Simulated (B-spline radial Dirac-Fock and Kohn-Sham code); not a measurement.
**Nd 3s: cross section and angular parameters**

System: neutral neodymium in the configuration [Xe] 4f4 6s2; threshold 1575.0 eV (tabulated edge). Level of theory: Dirac-Hartree-Slater photoionisation with a Latter tail; cross sections with all multipoles, angular parameters from the dipole term and its interference with E2; a radial atomic solver.

Input of the calculation (task.json; shells as n, l, electrons):

```json
{"items": [{
  "Z": 60,
  "q": 0,
  "cfg": [[1, 0, 2], [2, 0, 2], [2, 1, 6], [3, 0, 2], [3, 1, 6], [3, 2, 10], [4, 0, 2], [4, 1, 6], [4, 2, 10], [4, 3, 4], [5, 0, 2], [5, 1, 6], [6, 0, 2]],
  "A": 142,
  "rrms": 4.9123,
  "do": "xps",
  "hv": [60.5, 80, 87.1, 100, 111.0, 154.0, 163.0, 181.0, 200, 258.0, 300, 369.0, 497.0, 747.0, 783.0, 800, 1200.0, 1450.0, 2000, 2210.0, 2420.0, 2480.0, 2780.0, 3170.0, 4000, 5040.0, 5414.7, 7470.0, 8400.0, 13300.0],
  "edges": {"K": 43569.0, "L1": 7126.0, "L2": 6722.0, "L3": 6208.0, "M1": 1575.0, "M2": 1403.0, "M3": 1297.0, "M4": 1003.3, "M5": 980.4, "N1": 319.2, "N2": 243.3, "N3": 224.6, "N4": 120.5, "N5": 120.5}
}]}
```

Command: `python xray2_run.py task.json out`

For linearly polarised light dσ/dΩ = σ/(4π) [1 + β P₂(cos θ) + (δ + γ cos²θ) sin θ cos φ], with θ from the polarisation vector and φ the angle between the beam and the projection of the electron momentum on the plane normal to the polarisation.

```
hν (eV)  σ (kb)      β       γ
   2000    38.5  1.969   0.692
   2210       ?      ?       ?
   2420    29.1  1.973   0.433
   2480    28.0  1.974   0.405
   2780    23.4  1.976   0.281
   3170    18.8  1.977   0.157
   4000    12.6  1.979  -0.009
   5040    8.36  1.981  -0.107
 5414.7    7.32  1.981  -0.122
   7470    3.95  1.983  -0.096
   8400    3.14  1.983  -0.049
  13300    1.22  1.983   0.345
```

Question: Give the values at 2210 eV.

Answer: σ = 33.3 kb, β = 1.972, γ = 0.547. For an s subshell δ is negligible.
